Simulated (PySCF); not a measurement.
Which level of theory gave which numbers?

CH8B4S.
SMILES: `BBCBSB`

The closed-shell ground state was solved 7 times with PySCF (density fitting, gas phase), always in the pcSseg-1 basis (149 functions), with these functionals: B3LYP, BHandHLYP, HF, LC-wPBE, LDA, OPBE and mPW1PW91. Isolated species at its PBE0-D3(BJ)/def2-SVP geometry (one conformer only).

```csv
row,total energy (Eh),HOMO (eV),LUMO (eV),dipole (D)
P,-540.3711,-9.35,-1.10,1.09
Q,-540.3403,-6.87,-3.02,1.16
R,-537.5199,-7.00,-3.44,1.13
S,-540.4347,-8.22,-2.20,1.11
T,-540.4966,-7.99,-2.37,1.07
U,-540.2190,-10.94,0.02,1.15
V,-538.7311,-10.97,1.48,1.20
```

Question: Which functional belongs to which row?

Answer: P = BHandHLYP, Q = OPBE, R = LDA, S = mPW1PW91, T = B3LYP, U = LC-wPBE, V = HF. By rising HOMO–LUMO gap: LDA (LDA) 3.56 eV; OPBE (GGA) 3.85 eV; B3LYP (global hybrid, 20 % exact exchange) 5.62 eV; mPW1PW91 (global hybrid, 25 % exact exchange) 6.02 eV; BHandHLYP (global hybrid, 50 % exact exchange) 8.25 eV; LC-wPBE (range-separated hybrid) 10.96 eV; HF (all exact exchange) 12.45 eV. Total energies of different functionals aren't bounds to one another; each is stationary for its own functional.

The values belong to the conformer `[BH2:1][BH:2][CH2:3][BH:4][S:5][BH2:6]`: B1–B2–C3–B4 -121°, B2–C3–B4–S5 108°, C3–B4–S5–B6 180°.
